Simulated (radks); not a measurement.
Neutral tantalum inside a hard spherical wall (all orbitals vanish at R), configuration held at [Xe] 4f14 5d3 6s2 and not refilled when levels cross. Calculated with a radial shooting solver on a logarithmic mesh with Libxc functionals: scalar-relativistic Kohn-Sham, LDA (Slater exchange, Perdew-Wang correlation), spin-unpolarised, spherical densities, finite nucleus; Fermi nuclear charge, rms radius 5.3507 fm. Eigenvalues in eV, with the zero of energy where the potential of the charges vanishes at infinity; a dash marks a level that is unbound or too diffuse for the functional's potential to be trusted. A positive occupied level is held by the wall or, in an anion where self-interaction has pushed it up, behind a barrier. The pressure on the wall is -dE/dV.

R (bohr)  E (hartree)  kinetic (hartree)    e(5p)    e(4f)   e(6s)   e(5d)  e(6p, empty)  e(7s, empty)  pressure (GPa)
free      -15593.0783          17122.239  -39.566  -24.935  -5.611  -3.784        -1.478        -0.061               0
20        -15593.0783          17122.239  -39.566  -24.935  -5.611  -3.784        -1.478         0.039        < 0.0001
15        -15593.0783          17122.239  -39.566  -24.934  -5.611  -3.784        -1.474         0.278        < 0.0001
12        -15593.0782          17122.240  -39.560  -24.929  -5.606  -3.779        -1.444         0.797        0.000940
10        -15593.0777          17122.245  -39.521  -24.889  -5.577  -3.745        -1.334         1.750          0.0148
8         -15593.0726          17122.288  -39.267  -24.628  -5.373  -3.522        -0.848         4.340           0.244
6         -15593.0191          17122.607  -37.887  -23.185  -4.091  -2.293         1.434        12.834            4.51
3         -15590.2983          17133.025  -21.640   -4.685  28.038  16.599        45.860        123.73            1140
2         -15575.0383          17186.562   19.638   38.322  148.46  71.801        187.03        409.18           23500
1.5       -15530.4545          17327.907   113.16   111.01  405.12  188.95        466.09        922.32          182000
